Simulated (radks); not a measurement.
Valence configurations of N IV (all share [He]). All-electron calculation, Dirac Kohn-Sham, LDA (Slater exchange, Perdew-Wang correlation), spin-unpolarised, spherical densities, finite nucleus; open shells fill j = l - 1/2 first; Fermi nuclear charge, rms radius 2.5582 fm. Program: a radial shooting solver on a logarithmic mesh with Libxc functionals. Energies are relative to 2s2; eigenvalues in eV.

2s2: E (eV) 0.000; e(2s1/2) -67.793
2s1 2p1: E (eV) 10.698; e(2p1/2) -56.327; e(2s1/2) -67.087
2p2: E (eV) 21.520; e(2p1/2) -55.540
2s1.5 2p0.5: E (eV) 5.334; e(2p1/2) -56.737; e(2s1/2) -67.435
2s0.5 2p1.5: E (eV) 16.094; e(2p1/2) -55.928; e(2s1/2) -66.750

NIST lists [He] 2s2 as the ground configuration; this level of theory agrees among the configurations tried. The energies are those of spherical spin-averaged densities, not of single terms.
